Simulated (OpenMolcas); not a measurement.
## C2H3Ge (SMILES [C]#[C][GeH3]): the vertical energy of the quartet above the doublet from total energies

C2H3Ge has 6 atoms, charge 0, and is taken as a doublet. SMILES: `[C]#[C][GeH3]`. The coordinates come from a PBE0-D4/def2-TZVP relaxation.

Both states at this one shape; open shells run unrestricted unless said. 1 Eh = 27.2114 eV.

```tsv
level	program	doublet C2H3Ge (Eh)	quartet C2H3Ge (Eh)
UHF/def2-SVPD	OpenMolcas	-2152.372959	-2152.220318
USVWN5/def2-SVPD	OpenMolcas	-2150.610069	-2150.415026
U-revPBE/def2-SVPD	OpenMolcas	-2154.326924	-2154.140532
UM06-L/def2-SVPD	OpenMolcas	-2154.415725	-2154.260705
```

Q: Work out the vertical gap, second state less first, at each level.

A: 
1. UHF/def2-SVPD: -2152.220318 − (-2152.372959) = 0.152641 Eh = 4.15 eV.
2. USVWN5/def2-SVPD: -2150.415026 − (-2150.610069) = 0.195043 Eh = 5.31 eV.
3. U-revPBE/def2-SVPD: -2154.140532 − (-2154.326924) = 0.186392 Eh = 5.07 eV.
4. UM06-L/def2-SVPD: -2154.260705 − (-2154.415725) = 0.155020 Eh = 4.22 eV.

No measured value is set beside it here; the levels span 4.15 to 5.31 eV. Hartree–Fock favours the state with fewer electron pairs, since it lacks pair correlation. All-electron rows are non-relativistic unless named. The first state is spin-contaminated at UHF/def2-SVPD (⟨S²⟩ = 1.15). The second state is spin-contaminated at UHF/def2-SVPD (⟨S²⟩ = 3.87).
